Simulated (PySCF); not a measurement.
CaCl$_{2}$, triplet, at a GFN2-xTB geometry (such geometries of metal compounds can be far from the true shape) (a higher spin typed on purpose: for a closed-shell molecule this is an excited state); B3LYP/6-31G** (PySCF).

Here is a job for PySCF.
```python
from pyscf import gto, scf, dft

mol = gto.Mole()
mol.atom = '''
    Ca    0.43095307   -1.37044244   -0.06015462
    Cl    0.64352842    1.12762644   -0.86225411
    Cl   -1.15053203    0.48465879    0.93302425
'''
mol.basis = '6-31g**'
mol.spin = 2
mol.verbose = 4
mol.build()

mf = dft.UKS(mol)
mf.xc = 'b3lyp'
mf.kernel()
mf.analyze()
```

The log (banner, timings and long lists left out):

```
PySCF version 2.14.0

[INPUT] verbose = 4
[INPUT] num. atoms = 3
[INPUT] num. electrons = 54
[INPUT] charge = 0
[INPUT] spin (= nelec alpha-beta = 2S) = 2
[INPUT] symmetry False subgroup None
[INPUT] Mole.unit = angstrom
[INPUT] Symbol           X                Y                Z      unit          X                Y                Z       unit  Magmom
[...]
nuclear repulsion = 195.113674593351
number of shells = 26
number of NR pGTOs = 177
number of NR cGTOs = 58
basis = 6-31g**
ecp = {}

******** <class 'pyscf.dft.uks.UKS'> ********
method = UKS
initial guess = minao
damping factor = 0
level_shift factor = 0
DIIS = <class 'pyscf.scf.diis.CDIIS'>
diis_start_cycle = 1
diis_space = 8
diis_damp = 0
SCF conv_tol = 1e-09
SCF conv_tol_grad = None
SCF max_cycles = 50
direct_scf = True
direct_scf_tol = 1e-13
number electrons alpha = 28  beta = 26
XC library pyscf.dft.libxc version 7.1.2
    S. Lehtola, C. Steigemann, M. J. T. Oliveira, and M. A. L. Marques,  SoftwareX 7, 1–5 (2018)
XC functionals = b3lyp
    P. J. Stephens, F. J. Devlin, C. F. Chabalowski, and M. J. Frisch,  J. Phys. Chem. 98, 11623 (1994)
radial grids:
    Treutler-Ahlrichs [JCP 102, 346 (1995); DOI:10.1063/1.469408] (M4) radial grids

becke partition: Becke, JCP 88, 2547 (1988); DOI:10.1063/1.454033
pruning grids: <function nwchem_prune>
grids dens level: 3
symmetrized grids: False
atomic radii adjust function: <function treutler_atomic_radii_adjust>
small_rho_cutoff = 0
Set gradient conv threshold to 3.16228e-05
tot grids = 58184
init E= -1597.99633927378

cycle= 1 E= -1597.94680499245  delta_E= 0.0495  |g|= 0.164  |ddm|= 1.27
cycle= 2 E= -1597.95650389875  delta_E= -0.0097  |g|= 0.148  |ddm|= 0.601

cycle= 3 E= -1597.9711498833  delta_E= -0.0146  |g|= 0.0076  |ddm|= 0.238

cycle= 4 E= -1597.97120596745  delta_E= -5.61e-05  |g|= 0.00303  |ddm|= 0.0205

cycle= 5 E= -1597.97121222888  delta_E= -6.26e-06  |g|= 0.000897  |ddm|= 0.00593

cycle= 6 E= -1597.97121277798  delta_E= -5.49e-07  |g|= 0.000103  |ddm|= 0.00157

cycle= 7 E= -1597.97121278774  delta_E= -9.76e-09  |g|= 3.93e-05  |ddm|= 0.000236

cycle= 8 E= -1597.97121278912  delta_E= -1.38e-09  |g|= 7.69e-06  |ddm|= 8.79e-05

cycle= 9 E= -1597.97121278927  delta_E= -1.58e-10  |g|= 6.19e-06  |ddm|= 4.03e-05

Extra cycle  E= -1597.97121278923  delta_E= 3.98e-11  |g|= 1.07e-05  |ddm|= 2.61e-05
converged SCF energy = -1597.97121278923  <S^2> = 2.0026737  2S+1 = 3.0017819
**** SCF Summaries ****
Total Energy =                       -1597.971212789233050
Nuclear Repulsion Energy =             195.113674593350680
One-electron Energy =                -2587.734009694925135
Two-electron Energy =                  794.649122312341433
Two-electron Coulomb Energy =          887.337243690090986
DFT Exchange-Correlation Energy =      -92.688121377749496
**** MO energy ****
                             alpha | beta                alpha | beta
[...]
To work with the spin densities directly, `use mulliken_meta_spin()` only printing them here.

 ** Mulliken spin pop alpha/beta on meta-lowdin orthogonal AOs **
 ** Mulliken Spin Density (per AO)  **
spin_pop of  0 Ca 1s        0.00000
spin_pop of  0 Ca 2s        0.00002
spin_pop of  0 Ca 3s        0.00004
spin_pop of  0 Ca 4s        0.83386
spin_pop of  0 Ca 5s        0.00047
spin_pop of  0 Ca 2px      -0.00000
spin_pop of  0 Ca 2py       0.00000
spin_pop of  0 Ca 2pz      -0.00000
spin_pop of  0 Ca 3px      -0.00002
spin_pop of  0 Ca 3py       0.00002
spin_pop of  0 Ca 3pz      -0.00002
spin_pop of  0 Ca 4px       0.00690
spin_pop of  0 Ca 4py       0.06577
spin_pop of  0 Ca 4pz       0.00051
spin_pop of  0 Ca 5px       0.00008
spin_pop of  0 Ca 5py      -0.00018
spin_pop of  0 Ca 5pz       0.00010
spin_pop of  0 Ca 3dxy     -0.00009
spin_pop of  0 Ca 3dyz     -0.00006
spin_pop of  0 Ca 3dz^2    -0.00012
spin_pop of  0 Ca 3dxz     -0.00015
spin_pop of  0 Ca 3dx2-y2   -0.00014
spin_pop of  1 Cl 1s       -0.00000
spin_pop of  1 Cl 2s       -0.00000
spin_pop of  1 Cl 3s        0.01691
spin_pop of  1 Cl 4s        0.00880
spin_pop of  1 Cl 2px       0.00001
spin_pop of  1 Cl 2py       0.00000
spin_pop of  1 Cl 2pz       0.00001
spin_pop of  1 Cl 3px       0.25629
spin_pop of  1 Cl 3py       0.02842
spin_pop of  1 Cl 3pz       0.23280
spin_pop of  1 Cl 4px       0.00010
spin_pop of  1 Cl 4py       0.00253
spin_pop of  1 Cl 4pz       0.00022
spin_pop of  1 Cl 3dxy      0.00002
spin_pop of  1 Cl 3dyz      0.00007
spin_pop of  1 Cl 3dz^2     0.00002
spin_pop of  1 Cl 3dxz      0.00018
spin_pop of  1 Cl 3dx2-y2    0.00010
spin_pop of  2 Cl 1s       -0.00000
spin_pop of  2 Cl 2s       -0.00000
spin_pop of  2 Cl 3s        0.01691
spin_pop of  2 Cl 4s        0.00880
spin_pop of  2 Cl 2px       0.00001
spin_pop of  2 Cl 2py       0.00000
spin_pop of  2 Cl 2pz       0.00001
spin_pop of  2 Cl 3px       0.20698
spin_pop of  2 Cl 3py       0.08464
spin_pop of  2 Cl 3pz       0.22593
spin_pop of  2 Cl 4px       0.00088
spin_pop of  2 Cl 4py       0.00165
spin_pop of  2 Cl 4pz       0.00033
spin_pop of  2 Cl 3dxy      0.00015
spin_pop of  2 Cl 3dyz      0.00018
spin_pop of  2 Cl 3dz^2     0.00002
spin_pop of  2 Cl 3dxz      0.00009
spin_pop of  2 Cl 3dx2-y2   -0.00004
 ** Mulliken Spin Density (per atom)  **
spin density of  0 Ca =      0.90697
spin density of  1 Cl =      0.54649
spin density of  2 Cl =      0.54654
 ** Mulliken pop alpha/beta on meta-lowdin orthogonal AOs **
 ** Mulliken pop       alpha | beta **
In total            28.00000 | 26.00000
 ** Mulliken atomic charges   ( Nelec_alpha | Nelec_beta ) **
charge of  0Ca =      0.88230  (    10.01234      9.10537 )
charge of  1Cl =     -0.44117  (     8.99383      8.44734 )
charge of  2Cl =     -0.44113  (     8.99383      8.44729 )
Dipole moment(X, Y, Z, Debye):  1.05895, -3.36807, -0.14769
```
